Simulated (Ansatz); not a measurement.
Job for Ansatz (a program for electronic structure): U-CCSD(T)/def2-TZVPP on CH5NSn (SMILES [CH3][Sn][NH2]), a point of a bond scan (R = 2.020 Å). Elements past Kr take the def2 small-core potentials; no spin–orbit coupling. The run froze 11 orbitals, filled d shells among them.

Ansatz 0.2 input:
```yaml
crystal:
  periodic: [false, false, false]
  atoms:
    - {symbol: Sn, position_ang: [-0.21022964, -0.00431139, 0.35481240]}
    - {symbol: C, position_ang: [0.84464248, 1.52169881, -0.85795269]}
    - {symbol: H, position_ang: [0.79413401, 2.50952072, -0.39962444]}
    - {symbol: H, position_ang: [0.39648323, 1.57259830, -1.85320643]}
    - {symbol: H, position_ang: [1.89426564, 1.23930290, -0.96980639]}
    - {symbol: N, position_ang: [0.23482637, -1.48863841, -0.95978615]}
    - {symbol: H, position_ang: [1.29382051, -1.24397109, -2.66297409]}
    - {symbol: H, position_ang: [-0.04936391, -2.44927177, -0.84038326]}
basis:
  gaussian:
    orbitals: def2-TZVPP
correlation: {method: ccsd_t, electrons: outside_noble_gas}
scf: {omitted_lower_state_checks: [cluster_reference]}
magnetization: {spin_polarized: true, initial_magnetization: 0}
```

The log:

```
WARN ansatz: RAYON_NUM_THREADS=1 ignored (pool sized by the plan → 1); use --threads N
Functional definition: HF
these checks for a lower state are left out or cut short: cluster_reference
integrals: 1.02 GiB planned
1233 factors; integrals over basis functions are off by at most 1.1e-3 eV
mean field: 0.69 GiB planned
mean field evaluation 1: about -8386.0183 eV, gradient 3.5e1 eV
mean field evaluation 2: about -8386.0224 eV, gradient 3.5e1 eV
mean field evaluation 4: about -8392.3898 eV, gradient 4.8e0 eV
mean field evaluation 8: about -8392.6302 eV, gradient 2.8e-1 eV
mean field evaluation 16: about -8392.6324 eV, gradient 8.7e-3 eV
mean field evaluation 32: about -8392.6382 eV, gradient 7.3e-1 eV
mean field evaluation 64: about -8394.1568 eV, gradient 3.7e-1 eV
mean field evaluation 96: about -8393.6401 eV, gradient 8.4e-2 eV
mean field evaluation 128: about -8393.7935 eV, gradient 1.5e0 eV
mean field evaluation 160: about -8391.8595 eV, gradient 6.4e0 eV
mean field evaluation 192: about -8393.5462 eV, gradient 2.5e0 eV
mean field evaluation 224: about -8392.6324 eV, gradient 2.8e-5 eV
mean field -8394.16059394 eV, -308.4797120608 hartree, gradient 1.7e-6 eV, S^2 0.882516; 19 other end points of the search recorded, 0 dependent functions left out
11 core orbitals not correlated
reference -8394.16059394 eV, -308.4797120608 hartree; 9, 9 occupied and 162, 162 virtual orbitals, 1233 factors
second order -12.28352701 eV of doubles, -0.00000000 eV of singles
coupled cluster: 1.49 GiB planned
cycle   1  -12.79248288 eV  change   -5.1e-1 eV  update   1.1e-1
cycle   2  -13.19937864 eV  change   -4.1e-1 eV  update   4.6e-2
cycle   3  -13.36804493 eV  change   -1.7e-1 eV  update   4.0e-2
cycle   4  -13.41547791 eV  change   -4.7e-2 eV  update   2.6e-2
cycle   5  -13.46731864 eV  change   -5.2e-2 eV  update   1.9e-2
cycle   6  -13.52165066 eV  change   -5.4e-2 eV  update   1.2e-2
cycle   7  -13.53555032 eV  change   -1.4e-2 eV  update   8.5e-3
cycle   8  -13.56269553 eV  change   -2.7e-2 eV  update   6.7e-3
cycle   9  -13.57195657 eV  change   -9.3e-3 eV  update   5.1e-3
cycle  10  -13.57852396 eV  change   -6.6e-3 eV  update   3.2e-3
cycle  11  -13.58304427 eV  change   -4.5e-3 eV  update   1.6e-3
cycle  12  -13.58457747 eV  change   -1.5e-3 eV  update   6.1e-4
cycle  13  -13.58431977 eV  change    2.6e-4 eV  update   3.0e-4
cycle  14  -13.58436137 eV  change   -4.2e-5 eV  update   1.4e-4
cycle  15  -13.58431042 eV  change    5.1e-5 eV  update   7.0e-5
cycle  16  -13.58432810 eV  change   -1.8e-5 eV  update   3.9e-5
cycle  17  -13.58436253 eV  change   -3.4e-5 eV  update   1.7e-5
cycle  18  -13.58437773 eV  change   -1.5e-5 eV  update   8.7e-6
coupled cluster: 1.50 GiB planned
perturbative correction -0.70445377 eV, -0.0258881985 hartree
WARN: the results are in doubt because among natural orbitals full CI differs from the method by -0.087 eV
Total energy: -8408.44942544 eV, -309.0048169331 hartree
In doubt: among natural orbitals full CI differs from the method by -0.087 eV
Checks for a lower state left out: cluster_reference
```

Self-consistency was reached. Its determinant has ⟨S²⟩ = 0.88, a mixture of spin states.

Warnings raised: large difference.

Cost: very roughly 7 core-minutes.
